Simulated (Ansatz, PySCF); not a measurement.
The pair A = GeH4 (SMILES [GeH4]) (first 5 atoms), B = H4OSi (SMILES O[SiH3]); geometry from B3LYP-D3(BJ)/def2-TZVP.
(charge 0, multiplicity 1):
```xyz
11

Ge     0.3934    -0.3922     0.4431
H     -0.9029    -1.1927     0.6254
H      1.3711    -0.7001     1.5841
H      0.0843     1.1101     0.4010
H      1.0438    -0.8014    -0.8926
O     -0.9202     0.4425     3.2962
Si    -0.1468     0.3268     4.7545
H     -1.8222     0.7705     3.2751
H     -0.0362     1.6504     5.4154
H      1.1962    -0.2023     4.4523
H     -0.8612    -0.5915     5.6750
```

Cores are frozen in the correlated methods. Filled d and f shells under p-block atoms count as core. CBS(a, b) extrapolates the correlation energy as X⁻³ and adds the Hartree–Fock energy of set b. MP2 and its Hartree–Fock in def2-TZVPPD are density fitted.

The values were computed with Ansatz (an electronic-structure program); PySCF for the dispersion terms. Each number belongs to the level named beside it.

The monomers are drawn apart, rigid, along the line of their centres of mass. Counterpoise-corrected interaction energies (kcal/mol):

```
level                                                 R = 5.283 Å  R = 6.583 Å
----------------------------------------------------  -----------  -----------
PBE/def2-TZVPPD                                           -0.2929      -0.0549
PBE-D3(BJ)/def2-TZVPPD                                    -0.6129      -0.1408
wB97M-V/def2-TZVPPD                                       -0.5208      -0.1296
MP2/CBS(def2-SVPD, def2-TZVPPD) + ΔCCSD(T)/def2-SVPD      -0.5280      -0.1321
```

**Question.** R is the distance of the centres of mass. Find the local exponent m of E ∝ R⁻ᵐ between the two points.

**Answer.** 
m = ln(E₁/E₂)/ln(R₂/R₁): PBE/def2-TZVPPD 7.6; PBE-D3(BJ)/def2-TZVPPD 6.7; wB97M-V/def2-TZVPPD 6.3; MP2/CBS(def2-SVPD, def2-TZVPPD) + ΔCCSD(T)/def2-SVPD 6.3. For scale, two fixed dipoles give m = 3, dipole and quadrupole 4, quadrupoles 5, and dispersion or dipole-induced dipole 6 at long range; at these distances several terms mix, and what is left of overlap and damping shifts m, so it need not match one of them.
